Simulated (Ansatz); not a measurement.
`[TeH2]`, 3 atoms. Total charge 0; spin multiplicity 1. Correlated methods include outer-core shells of Te, which these sets cover unevenly. Te: def2 effective core potential. All runs use 2 threads of a server CPU on a shared host. Correlated methods freeze the cores. Open-shell runs search over several starts.

(1) Give the basis size and wall time and peak host memory of each of these runs in Ansatz. RKS PBE0-D4/def2-SVP energy; UKS ωB97M-V/def2-TZVPP energy of the cation; UKS B3LYP-D4/def2-TZVPP energy of the cation; RHF-CCSD(T)/def2-SVP energy; RHF-CCSD(T)/def2-QZVPP energy; RKS PBE0-D4/def2-QZVPP energy; RKS r2SCAN0-D4/def2-TZVPP energy; UKS ωB97X-V/def2-TZVPP energy of the cation; UKS PBE-D4/def2-TZVPP energy of the cation; RKS ωB97X-V/def2-TZVPP energy; RKS ωB97M-V/def2-SVP energy; RKS PBE0-D4/def2-TZVP relaxation (4 steps). (Estimate.)

Answers

(1) Ansatz gave: Other jobs shared the machine, so times are rough.

```json
{"level": "RKS PBE0-D4/def2-SVP", "job": "energy", "functions": "36", "wall time": "0.25 s", "peak host memory (GiB)": "0.1"}
{"level": "RHF-CCSD(T)/def2-SVP", "job": "energy", "functions": "36", "wall time": "0.25 s", "peak host memory (GiB)": "0.1"}
{"level": "UKS PBE-D4/def2-TZVPP", "job": "energy of the cation", "functions": "78", "wall time": "0.4 s", "peak host memory (GiB)": "0.13"}
{"level": "UKS B3LYP-D4/def2-TZVPP", "job": "energy of the cation", "functions": "78", "wall time": "0.45 s", "peak host memory (GiB)": "0.15"}
{"level": "RKS r2SCAN0-D4/def2-TZVPP", "job": "energy", "functions": "78", "wall time": "0.5 s", "peak host memory (GiB)": "0.14"}
{"level": "RKS PBE0-D4/def2-QZVPP", "job": "energy", "functions": "142", "wall time": "0.55 s", "peak host memory (GiB)": "0.2"}
{"level": "RKS ωB97M-V/def2-SVP", "job": "energy", "functions": "36", "wall time": "0.6 s", "peak host memory (GiB)": "0.13"}
{"level": "RKS ωB97X-V/def2-TZVPP", "job": "energy", "functions": "78", "wall time": "0.75 s", "peak host memory (GiB)": "0.16"}
{"level": "UKS ωB97X-V/def2-TZVPP", "job": "energy of the cation", "functions": "78", "wall time": "1.2 s", "peak host memory (GiB)": "0.2"}
{"level": "UKS ωB97M-V/def2-TZVPP", "job": "energy of the cation", "functions": "78", "wall time": "1.2 s", "peak host memory (GiB)": "0.22"}
{"level": "RKS PBE0-D4/def2-TZVP", "job": "relaxation (4 steps)", "functions": "62", "wall time": "1.4 s", "peak host memory (GiB)": "0.13"}
{"level": "RHF-CCSD(T)/def2-QZVPP", "job": "energy", "functions": "142", "wall time": "3 s", "peak host memory (GiB)": "0.67"}
```

B3LYP here is the variant with VWN-RPA as its local correlation; programs differ in this.
